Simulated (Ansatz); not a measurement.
Geometry optimisation, RHF/def2-SVP (Ansatz).

The input (input.yaml):

```yaml
crystal:
  periodic: [false, false, false]
  atoms:
    - { symbol: "N", position_ang: [-1.6069, -0.6596, 1.8594] }
    - { symbol: C, position_ang: [-0.3826, -0.5182, 1.7945] }
    - { symbol: Ge, position_ang: [0.5386, -1.1858, 0.2544] }
    - { symbol: C, position_ang: [0.0298, -0.2714, -1.3435] }
    - { symbol: Si, position_ang: [0.345, 1.5336, -1.2406] }
    - { symbol: H, position_ang: [-2.1757, -0.2392, 2.6595] }
    - { symbol: H, position_ang: [-1.65485, -1.25517, 1.00816] }
    - { symbol: H, position_ang: [0.3477, -2.6914, 0.1241] }
    - { symbol: H, position_ang: [2.094, -0.9213, 0.4943] }
    - { symbol: H, position_ang: [0.4729, -0.71, -2.2001] }
    - { symbol: H, position_ang: [-1.1496, -0.4214, -1.4251] }
    - { symbol: H, position_ang: [1.8135, 1.7326, -1.0571] }
    - { symbol: H, position_ang: [-0.1639, 2.2428, -2.4615] }
    - { symbol: H, position_ang: [-0.3728, 2.1264, -0.0406] }
basis:
  gaussian: { orbitals: def2-SVP }
hamiltonian:
  xc: hf
relax:
  f_tol: 0.02
  max_steps: 50
```

Command:

```bash
$ ansatz run input.yaml --threads 2 --pin off --max-ram 3072MiB --backend cpu --events-out ev --progress --plain --runs-dir out
```

Q: Where does it end, and by what steps?

A: The forces met the threshold. After 29 steps the energy has fallen by 2.258 eV; H7 moved furthest, 1.30 Å.

```csv
step,energy less start (eV),largest force component (eV/Å),accepted
0,0.0000,6.091,yes
2,-2.0501,1.687,yes
4,-2.1278,0.588,yes
6,-2.1669,0.144,yes
8,-2.1956,0.671,yes
10,-2.1641,0.834,no
12,-2.2365,0.189,yes
14,-2.2495,0.190,yes
16,-2.2482,0.224,no
18,-2.2553,0.062,yes
20,-2.2560,0.069,yes
22,-2.2566,0.044,yes
24,-2.2572,0.054,yes
26,-2.2578,0.060,yes
28,-2.2580,0.025,yes
29,-2.2581,0.014,yes
```

```xyz
14
Properties=species:S:1:pos:R:3
N -1.456 -0.944 2.292
C -0.602 -0.240 1.615
Ge 0.314 -1.176 0.145
C 0.111 -0.136 -1.511
Si 0.421 1.728 -1.409
H -1.957 -0.530 3.060
H -1.688 -1.914 2.131
H -0.227 -2.616 -0.072
H 1.800 -1.273 0.525
H 0.797 -0.561 -2.251
H -0.899 -0.296 -1.899
H 1.693 2.017 -0.705
H 0.519 2.287 -2.782
H -0.689 2.416 -0.712
```

Whether the end is a true minimum wasn't checked by a vibrational analysis.

Run time: 45 s on 2 threads of AMD EPYC 9R45 96-Core Processor (Zen 5) (shared host), peak memory 0.42 GiB.
